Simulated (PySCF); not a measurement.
A GIAO shielding run with PySCF (density fitting, non-relativistic, gas phase) on SMILES CC(C)[C@@H](C)[C@@H]1C[SiH2]1, C7H16Si:

```
$ OMP_NUM_THREADS=1 python probes_run.py task.json out

{"job": {"kind": "nmr", "xc": "PBE0", "basis": "pcSseg-1"}, "charge": 0, "multiplicity": 1}
C     -1.887680    -1.096784     0.015752
C     -1.127396     0.135906    -0.467387
C     -2.033271     1.364287    -0.394562
C      0.200141     0.368570     0.282513
C      0.048772     0.384776     1.804394
C      1.245105    -0.654667    -0.113572
C      2.720480    -0.265297     0.060007
Si     2.207707    -0.526211    -1.731064
H     -1.252863    -1.978551    -0.001058
H     -2.742006    -1.283383    -0.631666
H     -2.258372    -0.950128     1.027036
H     -0.860692    -0.023189    -1.520441
H     -1.511964     2.251219    -0.748163
H     -2.363591     1.543274     0.625689
H     -2.916059     1.217930    -1.013037
H      0.568736     1.353966    -0.028424
H      1.000933     0.646308     2.261746
H     -0.243198    -0.594691     2.175096
H     -0.692528     1.115162     2.119745
H      1.014280    -1.647552     0.259291
H      3.349722    -0.984460     0.565942
H      2.900221     0.737586     0.423325
H      2.614371    -1.745010    -2.406279
H      2.007419     0.650705    -2.557327
```

Hardware: 1 thread of an Arm Neoverse V1, shared host. The job also computes population analyses, field gradients, ring-centre shieldings.

Q: How large is the calculation?

A: 72 electrons, 223 basis functions and 1174 auxiliary functions.

Q: How long does it take, and how much memory does it need?

A: 45 s of wall time, with 14 SCF cycles and 4 response iterations; peak memory 1 GiB. Times on a shared host scatter by some tens of per cent.
